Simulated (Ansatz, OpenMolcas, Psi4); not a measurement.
# CH3In (SMILES C[In]): methods side by side

The species is CH3In (5 atoms), meant as a singlet with charge 0. SMILES: `C[In]`. The coordinates come from a PBE0-D4/def2-TZVP relaxation.

```xyz
5

C    -0.1828    0.0732   -0.0706
In    1.7728   -0.7095    0.6846
H    -0.9730   -0.0409    0.6802
H    -0.5026   -0.4605   -0.9728
H    -0.1145    1.1378   -0.3214
```

Each level gives the electronic atomisation energy (eV). The values are calculated. Electronic energies at fixed atoms, without zero-point motion or spin-orbit coupling.

```csv
level,kind,program,value (eV),CPU time (all runs)
HF/def2-SVPD (core potential),Hartree–Fock,OpenMolcas,11.80,8.2 s
M06-2X/def2-SVPD (core potential),hybrid meta-GGA,Psi4,15.59,69 s
r2SCAN0/def2-SVPD (core potential),hybrid meta-GGA,Ansatz,15.63,19 s
CAM-B3LYP/def2-SVPD (core potential),range-separated hybrid,Ansatz,15.80,8.4 s
wB97X-V/def2-SVPD (core potential),range-separated hybrid,Psi4,15.85,1.9 min
RPA@PBE/def2-SVPD (core potential),RPA,Ansatz,14.62,14 s
MP2/def2-SVPD (core potential),perturbation theory,Ansatz,15.22,2.8 s
CCSD/def2-SVPD (core potential),coupled cluster or CI,Ansatz,15.07,6.8 s
```

The values span 11.80 to 15.85 eV. In the correlated wave-function rows the outer d shell of In is correlated, in sets not made for it. CPU times are rough (shared hosts, several kinds of processor): they show what a rung costs within a factor of a few.
